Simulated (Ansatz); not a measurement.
Cost and result up the ladder for TiCl3 (4 atoms). The state is a doublet with charge 0. Geometry: r2SCAN-D4/def2-SVP.

Cartesian coordinates in Å:
```
Ti -0.0077 0.0021 -0.0002
Cl -0.1035 -0.4919 -2.1291
Cl -0.4432 -1.5302 1.4991
Cl 0.5544 2.0200 0.6302
```

Ansatz on 4 threads of Arm Neoverse V1 on a shared host. Times are rough, and most runs start from the orbitals of an earlier one. ωB97M-V/def2-TZVP serves as the yardstick here, not as an exact answer. Differences are given only for rows in sets of like size (and for xTB, whose basis is part of the method), since another set adds its own error. Binding counts from free atoms at the same level (Ti triplet, Cl doublet; other spins of the atoms weren't run), without zero-point energy or a counterpoise term.

The 6-31G sets use Cartesian d functions. B3LYP takes the VWN-RPA correlation. HSE06 is defined as in plane-wave codes, on full-range PBE exchange. Correlated methods freeze 20 core orbitals; core or outer-core shells of Ti are correlated, in sets that lack core-valence functions. No other spin state of charge 0 was run.

Correlated methods converge slowly with the basis.

```json
{"level": "BHLYP-D4/def2-TZVP", "functions": "156", "binding energy per atom (eV)": "3.25", "difference from ωB97M-V/def2-TZVP (eV)": "-0.23"}
{"level": "B2PLYP/def2-TZVP", "functions": "156", "binding energy per atom (eV)": "3.45", "difference from ωB97M-V/def2-TZVP (eV)": "-0.02"}
{"level": "HF/6-31G", "functions": "68", "binding energy per atom (eV)": "2.16", "difference from ωB97M-V/def2-TZVP (eV)": "–"}
{"level": "PBE0-D4/def2-TZVPD", "functions": "186", "binding energy per atom (eV)": "3.57", "difference from ωB97M-V/def2-TZVP (eV)": "0.09"}
{"level": "CCSD(T)/def2-TZVP", "functions": "156", "binding energy per atom (eV)": "3.39", "difference from ωB97M-V/def2-TZVP (eV)": "-0.09"}
{"level": "HSE06-D4/def2-TZVP", "functions": "156", "binding energy per atom (eV)": "3.57", "difference from ωB97M-V/def2-TZVP (eV)": "0.09"}
{"level": "HF/STO-3G", "functions": "45", "binding energy per atom (eV)": "4.33", "difference from ωB97M-V/def2-TZVP (eV)": "–"}
{"level": "PBE0-D4/def2-SVP", "functions": "85", "binding energy per atom (eV)": "3.56", "difference from ωB97M-V/def2-TZVP (eV)": "–"}
{"level": "B97M-V/def2-TZVP", "functions": "156", "binding energy per atom (eV)": "3.68", "difference from ωB97M-V/def2-TZVP (eV)": "0.21"}
{"level": "ωB97M-V/def2-TZVP", "functions": "156", "binding energy per atom (eV)": "3.48", "difference from ωB97M-V/def2-TZVP (eV)": "0.00"}
{"level": "PBE0-D4/def2-TZVP (with forces)", "functions": "156", "binding energy per atom (eV)": "3.57", "difference from ωB97M-V/def2-TZVP (eV)": "0.09"}
{"level": "ωB97X-V/def2-TZVP", "functions": "156", "binding energy per atom (eV)": "3.53", "difference from ωB97M-V/def2-TZVP (eV)": "0.05"}
{"level": "PBE-D4/def2-SVP", "functions": "85", "binding energy per atom (eV)": "3.82", "difference from ωB97M-V/def2-TZVP (eV)": "–"}
{"level": "B3LYP-D4/6-31G", "functions": "68", "binding energy per atom (eV)": "3.30", "difference from ωB97M-V/def2-TZVP (eV)": "–"}
```

Estimate how long each takes.

HF/STO-3G 0.25 s; HF/6-31G 0.7 s; PBE-D4/def2-SVP 1.7 s; B3LYP-D4/6-31G 1.9 s; PBE0-D4/def2-SVP 2.9 s; HSE06-D4/def2-TZVP 6.5 s; BHLYP-D4/def2-TZVP 7.5 s; B2PLYP/def2-TZVP 8 s; B97M-V/def2-TZVP 11 s; PBE0-D4/def2-TZVP (with forces) 11 s; PBE0-D4/def2-TZVPD 14 s; ωB97X-V/def2-TZVP 30 s; ωB97M-V/def2-TZVP 40 s; CCSD(T)/def2-TZVP 96 s. On shared hardware such times vary by a factor of up to 3.
